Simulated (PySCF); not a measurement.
HI, charge -1, doublet, at the geometry of the source list (a state made from the parent by changing its charge; the spin is typed, not shown lowest) (core potentials on I) (a gas-phase anion, which may not be bound at this level), with bond 1-2 at 1.8 times its length; CASCI(5,7)+NEVPT2/def2-SVP (PySCF).

Here is a job for PySCF.
```python
from pyscf import gto, scf, mcscf, mrpt
import numpy

mol = gto.Mole()
mol.atom = '''
    I     2.04334000   -0.04186000    0.02184000
    H    -0.78590000    0.01610000   -0.00840000
'''
mol.basis = 'def2-svp'
mol.ecp = {'I': 'def2-svp'}
mol.charge = -1
mol.spin = 1
mol.verbose = 4
mol.build()

mf = scf.ROHF(mol)
mf.kernel()
mc = mcscf.CASCI(mf, 7, 5)
mc.fix_spin_(ss=0.75)
mc.kernel()
occ = numpy.linalg.eigvalsh(mc.fcisolver.make_rdm1(mc.ci, mc.ncas, mc.nelecas))[::-1]
ss = mc.fcisolver.spin_square(mc.ci, mc.ncas, mc.nelecas)[0]
print('natural occupations', occ.round(4), ' <S^2>', round(ss, 4))
e2 = mrpt.NEVPT(mc).kernel()
print('E(NEVPT2) = %.10f' % (mc.e_tot + e2))
```

Problem. Write the output that PySCF gives for this input, abridged.

Solution. 
```
PySCF version 2.14.0

[INPUT] verbose = 4
[INPUT] num. atoms = 2
[INPUT] num. electrons = 27
[INPUT] charge = -1
[INPUT] spin (= nelec alpha-beta = 2S) = 1
[INPUT] symmetry False subgroup None
[INPUT] Mole.unit = angstrom
[INPUT] Symbol           X                Y                Z      unit          X                Y                Z       unit  Magmom
[INPUT]  1 I      2.043340000000  -0.041860000000   0.021840000000 AA    3.861352979369  -0.079103935574   0.041271618561 Bohr   0.0
[INPUT]  2 H     -0.785900000000   0.016100000000  -0.008400000000 AA   -1.485135761296   0.030424590605  -0.015873699446 Bohr   0.0

nuclear repulsion = 4.67471828294675
number of shells = 13
number of NR pGTOs = 68
number of NR cGTOs = 31
basis = def2-svp
ecp = {'I': 'def2-svp'}

******** <class 'pyscf.scf.rohf.ROHF'> ********
method = ROHF
initial guess = minao
damping factor = 0
level_shift factor = 0
DIIS = <class 'pyscf.scf.diis.CDIIS'>
diis_start_cycle = 1
diis_space = 8
diis_damp = 0
SCF conv_tol = 1e-09
SCF conv_tol_grad = None
SCF max_cycles = 50
direct_scf = True
direct_scf_tol = 1e-13
num. doubly occ = 13  num. singly occ = 1
Set gradient conv threshold to 3.16228e-05
init E= -264.955552961096
  HOMO = -0.510307605331281  LUMO = -0.246341154654864  gap/eV = 7.18289
cycle= 1 E= -296.183601826388  delta_E= -31.2  |g|= 2.15  |ddm|= 5.23
  HOMO = 0.177148579541447  LUMO = 0.82506321409506  gap/eV = 17.63066
cycle= 2 E= -296.884100023318  delta_E= -0.7  |g|= 1.03  |ddm|= 3.61
  HOMO = 0.0437078561337243  LUMO = 0.608508589482541  gap/eV = 15.36901
cycle= 3 E= -297.1956633422  delta_E= -0.312  |g|= 0.201  |ddm|= 1.28
  HOMO = 0.0101839997836182  LUMO = 0.667889899164312  gap/eV = 17.89709
cycle= 4 E= -297.217205779051  delta_E= -0.0215  |g|= 0.0495  |ddm|= 0.306
  HOMO = 0.0222227291606485  LUMO = 0.669718550401019  gap/eV = 17.61926
cycle= 5 E= -297.220982002764  delta_E= -0.00378  |g|= 0.0247  |ddm|= 0.15
  HOMO = 0.0147400761648031  LUMO = 0.673071039480705  gap/eV = 17.91410
cycle= 6 E= -297.2215321293  delta_E= -0.00055  |g|= 0.00411  |ddm|= 0.0548
  HOMO = 0.0198927040833663  LUMO = 0.673804645448742  gap/eV = 17.79385
cycle= 7 E= -297.221565227183  delta_E= -3.31e-05  |g|= 0.00298  |ddm|= 0.0185
  HOMO = 0.0195113562744469  LUMO = 0.674256941694919  gap/eV = 17.81653
cycle= 8 E= -297.221571864077  delta_E= -6.64e-06  |g|= 0.000398  |ddm|= 0.00535
  HOMO = 0.0193919943415208  LUMO = 0.674314668311343  gap/eV = 17.82135
cycle= 9 E= -297.221572217237  delta_E= -3.53e-07  |g|= 0.000162  |ddm|= 0.00172
  HOMO = 0.0193024928428054  LUMO = 0.674322976525508  gap/eV = 17.82402
cycle= 10 E= -297.221572238139  delta_E= -2.09e-08  |g|= 1.55e-05  |ddm|= 0.000315
  HOMO = 0.0193053257787126  LUMO = 0.674320696701505  gap/eV = 17.82388
cycle= 11 E= -297.221572238314  delta_E= -1.75e-10  |g|= 1.84e-06  |ddm|= 2.77e-05
  HOMO = 0.0193052590281111  LUMO = 0.674320719655968  gap/eV = 17.82388
Extra cycle  E= -297.221572238317  delta_E= -3.24e-12  |g|= 9e-07  |ddm|= 4.66e-06
converged SCF energy = -297.221572238317

******** <class 'pyscf.mcscf.casci.CASCI'> ********
CAS (3e+2e, 7o), ncore = 11, nvir = 13
natorb = False
canonicalization = True
sorting_mo_energy = False
******** <class 'pyscf.fci.addons.SpinPenaltyFCISolver'> ********
max. cycles = 200
conv_tol = 1e-08
davidson only = True
linear dependence = 1e-12
level shift = 0.001
max iter space = 12
nroots = 1
pspace_size = 400
spin = None
Density matrix diagonal elements [1.99377215e+00 1.99377215e+00 9.99981299e-01 1.26157759e-03
 5.37945046e-03 5.37945046e-03 4.53926823e-04]
CASCI converged
CASCI E = -297.230372922539  E(CI) = -3.49688729890426  S^2 = 0.7500000
natural occupations [1.9938e+00 1.9938e+00 1.0000e+00 5.4000e-03 5.4000e-03 1.5000e-03
 2.0000e-04]  <S^2> 0.75

******** <class 'pyscf.mrpt.nevpt2.NEVPT'> ********
NEVPT2 (3e+2e, 7o), ncore = 11, nvir = 13
root = 0
Natural occ [1.99377578e+00 1.99377578e+00 9.99981720e-01 5.37582122e-03
 5.37582122e-03 1.54260904e-03 1.72474941e-04]
Natural orbital (expansion on meta-Lowdin AOs) in CAS space
               #1        #2        #3        #4        #5
0 I 4s          -0.00000  -0.00000  -0.00029  -0.00000   0.00000
0 I 5s          -0.00000  -0.00000   0.05383  -0.00000   0.00000
0 I 6s          -0.00003  -0.00001  -0.00485   0.00011  -0.00010
0 I 7s           0.00002   0.00001  -0.00186  -0.00008   0.00007
0 I 4px         -0.03469  -0.01752   0.00037  -0.03183   0.02845
0 I 4py          0.00218  -0.00157  -0.00432  -0.00080  -0.00317
0 I 4pz          0.05242  -0.10384   0.00009  -0.09425  -0.10539
0 I 5px          0.19854   0.10029   0.00079   0.21037  -0.18805
0 I 5py         -0.00091   0.00065   0.00810   0.00033   0.00129
0 I 5pz         -0.02188   0.04333  -0.00017   0.03850   0.04305
0 I 6px          0.11942   0.06032   0.00034   0.69875  -0.62460
0 I 6py         -0.01862   0.01331   0.30513   0.00043   0.00081
0 I 6pz         -0.44606   0.88358  -0.00625   0.02889   0.03232
0 I 7px          0.86120   0.43500   0.00322  -0.14636   0.13083
0 I 7py          0.00123  -0.00082  -0.01957   0.00538   0.02230
0 I 7pz          0.02826  -0.05599   0.00040   0.65764   0.73538
0 I 4dxy        -0.00000   0.00000   0.00001   0.00001  -0.00003
0 I 4dyz         0.00000   0.00000   0.01536  -0.00002   0.00002
0 I 4dz^2        0.00014   0.00007  -0.00057  -0.00112   0.00100
0 I 4dxz        -0.00000   0.00001  -0.02659  -0.00003  -0.00006
0 I 4dx2-y2     -0.00000   0.00001  -0.00007   0.00010   0.00011
0 I 5dxy         0.00001  -0.00000  -0.00000  -0.00003   0.00009
0 I 5dyz        -0.00002  -0.00001  -0.00329   0.00011  -0.00010
0 I 5dz^2        0.00031   0.00016  -0.00012  -0.00302   0.00270
0 I 5dxz         0.00003  -0.00000   0.00570  -0.00001   0.00024
0 I 5dx2-y2     -0.00017   0.00034   0.00051  -0.00291  -0.00325
1 H 1s          -0.00004  -0.00002   0.94789  -0.00004   0.00004
1 H 2s          -0.00013  -0.00006   0.05526   0.00053  -0.00047
1 H 2px         -0.00025   0.00007  -0.03021   0.00011  -0.00100
1 H 2py         -0.00386   0.00765   0.00062  -0.02184  -0.02440
1 H 2pz          0.00912   0.00461  -0.00032  -0.02893   0.02586
               #6        #7
0 I 4s           0.02982  -0.00849
0 I 5s          -0.02352   0.00671
0 I 6s           0.81118  -0.26601
0 I 7s          -0.46837   0.17011
0 I 4px          0.00014   0.00034
0 I 4py          0.01420   0.06337
0 I 4pz         -0.00029  -0.00130
0 I 5px         -0.00004  -0.00098
0 I 5py         -0.00711  -0.02810
0 I 5pz          0.00015   0.00058
0 I 6px         -0.00081  -0.00442
0 I 6py          0.03657   0.05972
0 I 6pz         -0.00075  -0.00122
0 I 7px          0.00060   0.00179
0 I 7py         -0.05830  -0.39827
0 I 7pz          0.00119   0.00816
0 I 4dxy         0.00004   0.00007
0 I 4dyz         0.05252   0.09536
0 I 4dz^2       -0.00194  -0.00353
0 I 4dxz        -0.09091  -0.16507
0 I 4dx2-y2     -0.00032  -0.00060
0 I 5dxy        -0.00010  -0.00018
0 I 5dyz        -0.13009  -0.23219
0 I 5dz^2       -0.00482  -0.00860
0 I 5dxz         0.22518   0.40192
0 I 5dx2-y2      0.01025   0.01841
1 H 1s          -0.02601  -0.07838
1 H 2s           0.18216   0.68885
1 H 2px         -0.05952  -0.01473
1 H 2py          0.00121   0.00029
1 H 2pz         -0.00063  -0.00013
<CAS-nat-orb|mo-hf>  12     12       0.99999008
<CAS-nat-orb|mo-hf>  13     13       0.99999008
<CAS-nat-orb|mo-hf>  14     14       0.99999979
<CAS-nat-orb|mo-hf>  15     16       0.87849187
<CAS-nat-orb|mo-hf>  15     17       0.47775539
<CAS-nat-orb|mo-hf>  16     16      -0.47775539
<CAS-nat-orb|mo-hf>  16     17       0.87849187
<CAS-nat-orb|mo-hf>  17     15       0.89143702
<CAS-nat-orb|mo-hf>  17     18       0.45314415
<CAS-nat-orb|mo-hf>  18     15      -0.45314427
<CAS-nat-orb|mo-hf>  18     18       0.89143719
Sr    (-1)',   E = -0.00377989426583
Si    (+1)',   E = -0.00804914310614
Sijrs (0)  ,   E = -0.02496417471046
Sijr  (+1) ,   E = -0.01611888135324
Srsi  (-1) ,   E = -0.02369715480399
Srs   (-2) ,   E = -0.02161815665219
Sij   (+2) ,   E = -0.00418764799816
Sir   (0)' ,   E = -0.02276047519806
Nevpt2 Energy = -0.125175528088077
E(NEVPT2) = -297.3555484506
```
